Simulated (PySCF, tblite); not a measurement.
Isomers of [C5H7F2Si2]+ (charge +1), one GFN2-xTB conformer each. Single-point energies are computed at PBE0/pcSseg-1 (PySCF, gas phase, no added dispersion term), electronic only.

**Question.** Rank them by PBE0/pcSseg-1 energy, lowest first (kJ/mol).
A. `[F:1][CH:2]([F:3])[C:4]1=[CH:5][CH:6]=[CH:7][SiH2:8][SiH+:9]1` (charge +1) with F1–C2–C4–C5 125°
B. `[F:1][SiH:2]([F:3])[C:4]1=[CH:5][CH:6]=[CH:7][CH2:8][SiH+:9]1` (charge +1) with F1–Si2–C4–C5 127°

**Answer.** B (0.0), A (385.8).

As drawn, the lower has an Si–F bond, which the higher lacks; the higher has two fluorines on one carbon and an Si–Si bond, which the lower lacks. GFN2-xTB itself gives, in the same order: 0.0, 366.5. Both levels put the same isomer lowest.

**Question.** Which frontier levels and rotational constants go with these structures?

**Answer.** 
| SMILES | HOMO (eV, PBE0/pcSseg-1) | LUMO (eV) | A, B, C (MHz) |
| --- | --- | --- | --- |
| F[SiH](F)C1=CC=CC[SiH+]1 | -12.23 | -8.12 | 2353, 719.7, 633.4 |
| FC(F)C1=CC=C[SiH2][SiH+]1 | -12.22 | -8.67 | 2137, 758.0, 625.1 |

**Question.** What happens when harmonic zero-point energies from GFN2-xTB frequencies are added?

**Answer.** 
```json
{"SMILES": "F[SiH](F)C1=CC=CC[SiH+]1", "ZPE (kJ/mol)": "271.0", "electronic (kJ/mol)": "0.0", "with ZPE (kJ/mol)": "0.0"}
{"SMILES": "FC(F)C1=CC=C[SiH2][SiH+]1", "ZPE (kJ/mol)": "262.0", "electronic (kJ/mol)": "385.8", "with ZPE (kJ/mol)": "376.8"}
```

The zero-point energies span 9.0 kJ/mol. The order is unchanged.
